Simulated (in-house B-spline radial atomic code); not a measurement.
Xe³⁺. Computed with a B-spline radial atomic code. Model: all-electron spherical atom, spin shells full or empty, radial basis limit, no spin-orbit coupling: exact exchange with a local potential (Slater, KLI or optimised effective potential, whose far tail is KLI's), no correlation.

Exchange potential has not reached -1/r at the last radius.

The run also made RPA and GW results, which its time includes.

The Slater potential averages the orbital exchange potentials with the orbital densities as weights, KLI adds orbital constants, and the optimised effective potential minimises the exact-exchange energy among local potentials. So their energies lie above Hartree-Fock in the order OEP, KLI, Slater. All fall off as −1/r, unlike LDA and GGA exchange.

Command:
```bash
python run_gw.py task.json out
```
Settings (nuclear radius in fm, other lengths in bohr, energies in hartree):
```
Z                      54
electrons              51
configuration          [Kr] 4d10 5s2 5p3
hamiltonian            x2c
method                 slater
lmax                   9
rms_radius             4.7859
spin_polarised         True
box_radius             14.14
intervals              100
```

Run time, properties included: 24 s on 1 thread of Arm Neoverse N1, on a shared host.

Given: hamiltonian one-electron scalar X2C; mean-field start Slater potential.

Computed: energy above Hartree-Fock 465.07 millihartree.

```csv
radius (bohr),r times exchange potential up (hartree bohr),r times exchange potential down (hartree bohr)
0.000926,-0.059949,-0.059951
0.00116,-0.074932,-0.074934
0.00146,-0.094011,-0.094014
0.00184,-0.11793,-0.11794
0.00231,-0.1471,-0.14711
0.00291,-0.18359,-0.18359
0.00366,-0.22791,-0.22791
0.0046,-0.28126,-0.28126
0.00579,-0.34512,-0.34512
0.00727,-0.41861,-0.41861
0.00915,-0.50249,-0.50249
0.0115,-0.59289,-0.5929
0.0145,-0.68671,-0.68671
0.0182,-0.77271,-0.77271
0.0229,-0.84184,-0.84184
0.0288,-0.88029,-0.88022
0.0362,-0.89234,-0.89202
0.0455,-0.92801,-0.92727
0.0572,-1.0387,-1.0377
0.0719,?,?
0.0904,-1.3504,-1.3499
0.114,-1.4238,-1.4239
0.143,-1.4091,-1.4092
0.18,-1.467,-1.4649
0.226,-1.6735,-1.6698
0.284,-1.8496,-1.8468
0.357,-1.8414,-1.842
0.449,-1.6068,-1.6082
0.565,-1.6083,-1.5949
0.71,-1.8188,-1.8087
0.893,-1.8747,-1.8766
1.12,-1.711,-1.7208
1.41,-1.5153,-1.4071
1.77,-1.5049,-1.148
2.23,?,?
2.81,-1.4073,-1.0135
3.53,-1.2882,-1.0041
```

Question: What belongs in the row 0.0719?

Answer: r times exchange potential up (hartree bohr): -1.2011; r times exchange potential down (hartree bohr): -1.2003.

Question: What belongs in the row 2.23?

Answer: r times exchange potential up (hartree bohr): -1.4964; r times exchange potential down (hartree bohr): -1.0435.

```
occupied  level (hartree)  Hartree-Fock level (hartree)
   1s up          -1271.7                       -1277.4
 1s down                ?                             ?
   2s up                ?                             ?
 2s down          -200.81                       -203.59
   2p up          -181.11                        -182.7
 2p down           -181.1                       -182.69
   3s up          -42.947                       -44.239
 3s down           -42.94                       -44.227
   3p up           -36.49                        -37.31
 3p down          -36.482                       -37.292
   3d up          -26.764                       -26.977
 3d down          -26.757                       -26.969
   4s up          -9.0917                       -9.6723
 4s down          -9.0808                       -9.6405
   4p up          -7.0234                       -7.3748
 4p down          -7.0122                       -7.3384
   4d up          -3.9604                       -3.9011
 4d down          -3.9443                       -3.8767
   5s up          -2.1861                       -2.2194
 5s down          -2.0583                       -1.8963
   5p up          -1.6737                       -1.5945
```

Question: What belongs in the row 1s down?

Answer: level (hartree): -1271.7; Hartree-Fock level (hartree): -1277.4.

Question: What belongs in the row 2s up?

Answer: level (hartree): -200.82; Hartree-Fock level (hartree): -203.6.

```
  empty  level (hartree)
5p down          -1.5286
  5d up          -1.0167
  4f up         -0.93545
  6s up         -0.90758
5d down                ?
4f down                ?
6s down         -0.83299
  6p up         -0.74688
6p down           -0.689
```

Question: What belongs in the row 5d down?

Answer: level (hartree): -0.88101.

Question: What belongs in the row 4f down?

Answer: level (hartree): -0.85949.

The highest level, 5p up, differs from Hartree-Fock by -2.2 eV and the deepest, 1s up, by +155 eV: the Slater potential lacks the response part and is deeper than the optimised one throughout, so the top level comes too deep.
